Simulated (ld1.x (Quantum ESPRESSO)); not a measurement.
## Before and after: TM potential for thallium (Tl)

```json
{
  "Element": "Tl",
  "Generator": "ld1.x (Quantum ESPRESSO) 7.5",
  "Type": "norm-conserving Troullier–Martins (Kleinman–Bylander form)",
  "Functional": "revPBE",
  "Relativity": "scalar-relativistic",
  "Frozen core": "[Xe] 4f14",
  "Valence charge": "13",
  "Reference configuration": "5d10 6s2 6p1",
  "Partial waves": "6p (bound): rc 2.05 bohr; 5d (bound): rc 2.05 bohr; 6s (bound): rc 1.80 bohr",
  "Local potential": "the s channel",
  "Core correction": "a·sin(br)/r model core, default radius (core density twice the valence density)"
}
```

All-electron outer shells of the reference configuration (revPBE, scalar-relativistic, ld1.x):

```tsv
shell	level (eV)	outermost node (bohr)	outermost maximum (bohr)
4f	-113.97	–	0.36
5p	-76.06	0.50	0.91
5d	-15.46	0.53	1.11
6s	-9.48	1.05	2.08
6p	-2.29	1.23	2.91
```

Change: all radii but the core radius scaled by about 0.83 (s 1.50, p 1.70, d 1.70 bohr).

Cutoffs: the cutoffs (Ry, on a coarse ladder) from which the occupation-weighted sum of valence levels, in a spherical-Bessel basis at the reference potential, stays within 10 and 1 mRy of its value at 400 Ry; they do not see the model core or the augmentation charge, which bear on the density cutoff. Errors are all-electron minus pseudo energies relative to the spin-unpolarised reference configuration.

Task: Predict the effect on cutoff, ghosts and configuration errors.

Result: The potential gets harder (50 Ry and 80 Ry → 90 Ry and 160 Ry); a bound ghost appears in p, which as a rule spoils a file; of the 7 tests that both files solve, the error grows in 1 and shrinks in 4 by more than 15 % and 0.3 meV (median size 5.8 → 3.3 meV). A smaller radius makes the pseudo-wave follow the all-electron one further in, where it bends more sharply, so more plane waves are needed.

```tsv
quantity	base	changed
cutoff, loose	50 Ry	90 Ry
cutoff, tight	80 Ry	160 Ry
loose cutoff by channel (10 mRy a level)	p 18 Ry, d 40 Ry, s 18 Ry	p 80 Ry, d 45 Ry, s 35 Ry
bound ghosts	none	p
error for 5d10 6s2 6p0, meV [ΔE 5.07 eV]	-3.6	-1.6
error for 5d10 6s1 6p0, meV [ΔE 25.72 eV]	-23	-5.7
error for 5d10 6s0 6p0, meV [ΔE 55.70 eV]	-82	-75
error for 5d10 6s0 6p3, meV [ΔE 15.20 eV]	-12	-14
error for 5d10 6s2 6p1.3, meV [ΔE -0.47 eV]	+0.3	+0.2
error for 5d10 6s1 6p2, meV [ΔE 7.41 eV]	-3.9	-3.0
error for 5d10 6s1 6p1, meV [ΔE 13.35 eV]	-5.8	-3.3
```

 A true bound ghost makes a file unfit for plane-wave use even where its test errors are small: the radial tests pick states by their node count and pass the ghost by.
